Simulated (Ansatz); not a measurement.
`[CH3][Sn][Cl]` + H–F → `[F][Sn][Cl]` + CH₄ at 298.15 K and 1 bar (ligand exchange at the Sn–C bond).

Gas-phase electronic energies from Ansatz, PBE0-D4/def2-TZVP geometries. CCSD(T)/CBS is the MP2 limit (def2-TZVPP, def2-QZVPP) plus CCSD(T) − MP2 in def2-TZVPP, frozen cores. This one scheme is used for every species. Elements past krypton have def2 core potentials. For Sn outer-core shells are correlated without core-valence functions, which leaves a few kJ/mol of doubt a bond.

```
        species  CCSD(T)/CBS energy (Eh)  H − E (kJ/mol)  S (J/(mol·K))
`[CH3][Sn][Cl]`               -713.71101           109.8          322.6
            H–F               -100.39570            33.5          173.6
  `[F][Sn][Cl]`               -773.69640            19.5          299.8
            CH₄                -40.46206           127.4          186.2
```

H − E and S are ideal-gas, rigid-rotor, harmonic terms from PBE0-D4/def2-TZVP. 1 Eh = 2625.50 kJ/mol, R = 8.31446 J/(mol·K).

Problem. By hand: ΔE, ΔH, ΔS and ΔG.

Solution. ΔE = (-773.69640) + (-40.46206) − (-713.71101) − (-100.39570) = -0.05175 Eh = -135.9 kJ/mol. Δ(H − E) = 19.5 + 127.4 − 109.8 − 33.5 = 3.6, so ΔH = -132.3 kJ/mol. ΔS = 299.8 + 186.2 − 322.6 − 173.6 = -10.2 J/(mol·K). ΔG = -132.3 − 298.15 × (-10.2)/1000 = -129.3 kJ/mol.

Problem. By hand: the equilibrium constant, and the temperature at which ΔG would vanish if ΔH and ΔS stayed fixed.

Solution. log₁₀ K = −ΔG/(RT ln 10) = 22.7. ΔG = 0 at ΔH/ΔS = 12971 K, far beyond where these terms or the molecules hold.

The number of gas molecules stays the same, so ΔS is small and ΔH decides. A doubt of 5 kJ/mol in ΔE shifts log₁₀ K by 0.9 here. These are equilibria of isolated gas molecules and say nothing of rates. Largest T1 diagnostic: 0.016 (customary marks: 0.02 for closed shells, 0.045 for open ones).
